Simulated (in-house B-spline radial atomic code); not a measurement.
A fraction x of an electron is moved 5p → 5f in Er+, starting from [Xe] 4f12 6s1 and keeping the highest spin. Computed with a radial B-spline atomic code at the basis-set limit: scalar-relativistic (X2C) r2SCAN, spin-polarised, spherical fractional occupations, Fermi nucleus of rms radius 5.2516 fm.

| x | E(x) - E(0) (eV) | 5p down level (eV) | 5f up level (eV) |
| --- | --- | --- | --- |
| 0 | 0.0000 | -33.535 | - |
| 0.125 | 4.1014 | -34.665 | -1.481 |
| 0.25 | 8.3035 | -35.753 | -1.699 |
| 0.375 | ? | ? | ? |
| 0.5 | 17.0374 | -37.824 | -2.015 |
| 0.625 | ? | ? | ? |
| 0.75 | 26.2000 | -39.741 | -2.271 |
| 0.875 | 30.9330 | -40.637 | -2.385 |
| 1 | 35.7619 | -41.500 | -2.492 |

What belongs in the row x = 0.375?

An energy change of 12.6155 eV; 5p down at -36.806 eV, 5f up at -1.868 eV.

What belongs in the row x = 0.625?

An energy change of 21.5668 eV; 5p down at -38.803 eV, 5f up at -2.148 eV.

Check Janak's theorem between x = 0.125 and 0.25.

The slope of the energy is 33.62 eV; the orbital levels give 33.62 eV (ε of the receiving orbital less ε of the emptying one, averaged over the two points).
